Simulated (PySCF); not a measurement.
The dipole of `C(C[Si@H](CCl)Cl)#N` from its density and from atomic charges.

Coordinates (GFN2-xTB, Å) and charges (e) from the PBE0/pcSseg-1 density (PySCF):

```tsv
atom	x	y	z	Mulliken	IAO	Hirshfeld	ESP-fitted
N1	1.982	2.080	-0.614	-0.2421	-0.2559	-0.2318	-0.4994
C2	1.729	1.021	-0.263	+0.0311	+0.1398	+0.0790	+0.4946
C3	1.382	-0.301	0.162	-0.5099	-0.5905	-0.1356	-0.6165
Si4	-0.347	-0.801	-0.501	+0.8840	+0.9686	+0.3833	+0.5201
Cl5	-0.781	-2.638	0.184	-0.2835	-0.2818	-0.0954	-0.1499
C6	-1.602	0.475	0.177	-0.5062	-0.5389	-0.1256	-0.5574
Cl7	-1.478	0.537	1.963	-0.1491	-0.0955	-0.0552	-0.0885
H8	1.384	-0.320	1.255	+0.2112	+0.2038	+0.0636	+0.2234
H9	2.148	-0.993	-0.190	+0.1991	+0.1966	+0.0711	+0.2220
H10	-0.381	-0.765	-1.962	-0.0273	-0.1148	-0.0625	-0.0500
H11	-1.400	1.481	-0.183	+0.2011	+0.1873	+0.0554	+0.2604
H12	-2.634	0.223	-0.055	+0.1917	+0.1812	+0.0539	+0.2411
```

What dipole does each set of charges give (1 e·Å = 4.803 D), and what does the density give?

The full density gives (-1.05, -2.45, -0.92) D, 2.82 D in size; dipole vectors point from the negative to the positive end.

| scheme | μx | μy | μz | size (D) | share of the full size (%) | angle to the full dipole (°) |
| --- | --- | --- | --- | --- | --- | --- |
| Mulliken | -1.16 | -2.42 | -2.82 | 3.89 | 138 | 28 |
| IAO | -0.89 | -1.96 | -1.90 | 2.87 | 102 | 23 |
| Hirshfeld | -1.16 | -2.18 | -0.31 | 2.49 | 88 | 13 |
| ESP-fitted | -1.06 | -2.38 | -1.00 | 2.80 | 99 | 2 |

Which set comes closest?

Length of the difference vector: ESP-fitted 0.11 D, Hirshfeld 0.67 D, IAO 1.12 D, Mulliken 1.90 D. Closest: ESP-fitted. The schemes that divide the density aren't constrained to reproduce the dipole.

What is left for the Hirshfeld atoms' own dipoles?

The shares of the density sum to the whole, so what Σ q r misses lies in dipoles about the nuclei. The atomic dipoles sum to (-1.05, -2.45, -0.92) − (-1.16, -2.18, -0.31) = (0.11, -0.27, -0.61) D, 0.67 D in size.

With the origin at the mean of the coordinates, (0.000, 0.000, -0.002) Å, which are the largest single terms, by size, of the ESP-fitted dipole along the direction of the full one?

N1 +5.63, C2 -3.44, Si4 +2.47, Cl5 -1.82, H12 +0.93 D; all 12 atoms together +2.79 D. The single terms depend on the origin, their sum doesn't.

Give the size of the full dipole in other units.

2.82 D = 1.111 au = 0.588 e·Å = 9.42 × 10⁻³⁰ C·m.

Geometry: GFN2-xTB, one conformer, isolated molecule.

The values belong to the conformer `[N:1]#[C:2][CH2:3][Si@@H:4]([Cl:5])[CH2:6][Cl:7]`: C2–C3–Si4–Cl5 -178°, C3–Si4–C6–Cl7 -55°.
